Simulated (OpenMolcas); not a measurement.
V2+: moving the ligands

V2+ with 6 ligands (fluoride) in octahedral coordination (Oh) at 2.1 Å. A charge of +0.667 e stands 3.2 Å behind each ligand. Ligand basis ANO-RCC-VDZP.

```
Program             : OpenMolcas 26.06
Method              : CASSCF
Basis               : ANO-RCC-VTZP [6s5p3d2f1g]
Scalar Hamiltonian  : DKH2, point nucleus
Active space        : 3 electrons in 5 orbitals (3d)
State averaging     : 2S+1 = 4 even, 10 roots; 2S+1 = 2 even, 40 roots
Spin-orbit coupling : RASSI with atomic mean-field integrals over the reference wave functions
```

Runs around this geometry, states (labels of O, the rotations of Oh). Energies in cm-1 above the lowest state or level, χT in cm3 K/mol; 10Dq and B are least-squares fits to the states below 45000 cm-1, weighted by degeneracy, with a free offset, and given where the rms deviation is under 5 % of |10Dq| (or 100 cm-1) and under 700 cm-1.

```
R (Å)  Ground state  First state of that spin   10Dq  B (rms of fit)  First gap with spin-orbit (degeneracies)  χT at 300 K  First state of another spin
 2.05           4A2                 4T2 10838  11208       929 (125)                              10770 (4, 2)        1.854                     2E 16809
  2.1           4A2                  4T2 9467   9860       931 (142)                               9399 (4, 2)        1.850                     2E 16740
 2.15           4A2                  4T2 8275   8656       934 (142)                               8208 (4, 2)        1.846                     2E 16674
```

Taking |10Dq| as R^-n, n = -ln(8656 / 11208) / ln(2.15 / 2.05) = 5.4 between the shortest and longest distance. The point-charge formula for a cubic d site gives n = 5.

Without dynamic correlation the repulsion within the d shell is too large (B by tens of per cent), so at a given field states of lower spin stand too high. Ligand-to-metal charge-transfer states are missing. With no ligand orbital active B as a rule stays too high, so bands that hang on it stand too high and its fall with covalency is understated. With metal d orbitals alone and no dynamic correlation the field as a rule comes out too small, by tens of per cent, by up to half for chloride and softer ligands. No measured value stands beside these numbers; the geometry was imposed, not optimised, and the real ion may take another.
